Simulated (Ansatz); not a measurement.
Job for Ansatz (a quantum-chemistry and plane-wave program): R-PBE/def2-TZVPP on FHZn (SMILES [F][ZnH]), a point of a bond scan (R = 1.505 Å).

Ansatz 0.2 input:
```yaml
crystal:
  periodic: [false, false, false]
  atoms:
    - {symbol: Zn, position_ang: [-0.00000000, -0.00000000, -0.35811910]}
    - {symbol: H, position_ang: [0.00000000, 0.00000000, -1.86358451]}
    - {symbol: F, position_ang: [0.00000000, 0.00000000, 1.40079528]}
basis:
  gaussian:
    orbitals: def2-TZVPP
    pivot_positions_ang: [[-0.00000000, -0.00000000, -0.35811910], [0.00000000, 0.00000000, -1.86358451], [0.00000000, 0.00000000, 1.40079528]]
hamiltonian:
  xc: {name: PBE}
scf: {lower_state_search: off}
output: {orbitals: {seedname: ./end}}
```

The head of its log:

```
WARN ansatz: RAYON_NUM_THREADS=1 ignored (pool sized by the plan → 1); use --threads N
Functional definition: PBE
these checks for a lower state are left out or cut short: stability, starts, cluster_reference, orbital_swaps, neighbouring_geometries, increment
integrals: 0.03 GiB planned
714 factors; their error is unknown
mean field: 0.25 GiB planned
mean field evaluation 1: about -51139.1769 eV, gradient 7.2e1 eV
mean field evaluation 2: about -51050.2511 eV, gradient 2.6e2 eV
```

Question: What total energy does the run end on?

Answer: -1879.5434 hartree.
